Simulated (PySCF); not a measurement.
## C (carbon, neutral): M06-2X calculation

Configuration: [He] 2s2 2p2, high-spin 3P determinant. Calculation: PySCF 2.14, in cc-pVTZ (4s3p2d1f, 30 functions); the non-relativistic Hamiltonian (point nucleus).

```json
{
 "Total energy": "-37.8425 hartree",
 "One-electron energy": "-50.4767 hartree",
 "Hartree (Coulomb) energy": "17.8502 hartree",
 "Exchange-correlation energy": "-5.2160 hartree",
 "Kinetic energy": "37.64206 hartree",
 "⟨S²⟩": "2.0031",
 "⟨L²⟩": "2.003",
 "Sum of ⟨r⟩": "7.139 bohr",
 "Sum of ⟨r²⟩": "13.80 bohr²",
 "Traceless quadrupole moment −½Σ⟨3z² − r²⟩ along its main axis": "1.44 e·bohr²",
 "Density at the nucleus (Gaussians lack the cusp)": "122 bohr⁻³",
 "Spin density at the nucleus": "0.230 bohr⁻³",
 "Langevin diamagnetic susceptibility": "-10.9 ×10⁻⁶ cm³/mol",
 "Time after the integrals": "0.27 s of wall time on 1 thread of Neoverse-V2 (shared host)"
}
```

| shell | electrons | mean orbital energy (hartree) | rms radius, mean of both spins (bohr) |
| --- | --- | --- | --- |
| 1s α | 1 | -10.66136 | 0.314 |
| 1s β | 1 | -10.64119 | 0.314 |
| 2s α | 1 | -0.66819 | 1.75 |
| 2s β | 1 | -0.53841 | 1.75 |
| 2p α | 2 | -0.32304 | 1.93 |
